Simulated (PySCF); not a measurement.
# Badger's rule along the third period: bonds to Pb

PBE0 in PySCF with def2-SVPD on every atom (core potentials on Pb), for the lowest determinant that a PBE0 search found; no spin–orbit coupling. Badger's rule says that Re = d + c·k^(−1/3) for bonds between atoms of fixed rows.

```tsv
molecule	state (unpaired electrons)	Re (Å)	k (mdyn/Å)
PbS	singlet (closed shell)	2.316	3.20
PPb	doublet (π ↑)	2.433	?
PbCl	doublet (π ↑)	2.511	?
SiPb	triplet (π ↑↑)	2.591	?
AlPb	quartet (σ ↑, π ↑↑)	2.716	?
NaPb	quartet (σ ↑, π ↑↑)	2.974	0.330
```

Problem. Fix c and d from PbS and NaPb.

Solution. c = (2.974 − 2.316)/(0.33^(−1/3) − 3.2^(−1/3)) = 0.856, d = 2.316 − c·3.2^(−1/3) = 1.735 Å.

Problem. Predict k of the others and set the computed values beside them.

Solution. 

```csv
molecule,k by the rule,k computed,difference (%)
PPb,1.85,2.18,-15
PbCl,1.34,1.69,-21
SiPb,1.00,1.53,-35
AlPb,0.665,0.855,-22
```

The rule misses by 23 % on average; it knows nothing of spin state or of how ionic a bond is, and both change along this series.

These are scalar-relativistic numbers at best; spin–orbit coupling would shift them, the dissociation energy most. States were picked by a PBE0 search and need not be the measured ground states.
